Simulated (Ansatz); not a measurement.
cis-[FeF2(H2O)4]+ (FeO4F2H8⁺). Total charge 1; sextet. Geometry PBE-D4/def2-SVP, basis def2-TZVP, Ansatz.

```tsv
atom	x (Å)	y (Å)	z (Å)
Fe1	-0.2334	-0.2701	-0.1882
F2	-0.1197	-0.7357	-1.9336
O3	0.3443	0.5252	1.7403
H4	1.2672	0.4263	2.0500
H5	-0.2222	0.0837	2.4073
F6	-1.4882	-1.1485	0.7935
O7	1.1838	1.2503	-0.7339
H8	1.0879	2.1803	-0.4473
H9	1.3171	1.2571	-1.7040
O10	-1.7939	1.1556	-0.5997
H11	-2.5870	0.8426	-0.1138
H12	-2.0491	1.1352	-1.5460
O13	1.1622	-1.8638	0.2236
H14	1.4577	-2.2555	-0.6259
H15	0.6730	-2.5826	0.6777
```

```csv
run,HOMO (eV),LUMO (eV)
A,-10.93,-9.60
B,-11.76,-9.32
C,-13.30,-8.49
D,-18.98,-1.76
E,-10.82,-9.60
F,-16.40,-5.93
```

LC-ωPBE has ω = 0.4 bohr⁻¹. HSE06 is defined as in plane-wave codes, on full-range PBE exchange.

HOMO and LUMO are taken over both spins.

Question: The runs used BLYP, HF, HSE06, LC-ωPBE, PBE, r2SCAN. Estimate which is which.

Answer: A PBE (0 % exact exchange); B r2SCAN (0 % exact exchange); C HSE06 (range-separated); D HF (100 % exact exchange); E BLYP (0 % exact exchange); F LC-ωPBE (range-separated). Exact exchange lowers occupied and raises empty levels; among semilocal functionals meta-GGAs tend to open the gap a little, and such runs are hard to tell apart. The gap grows from 1.22 eV (BLYP) to 17.22 eV (HF).
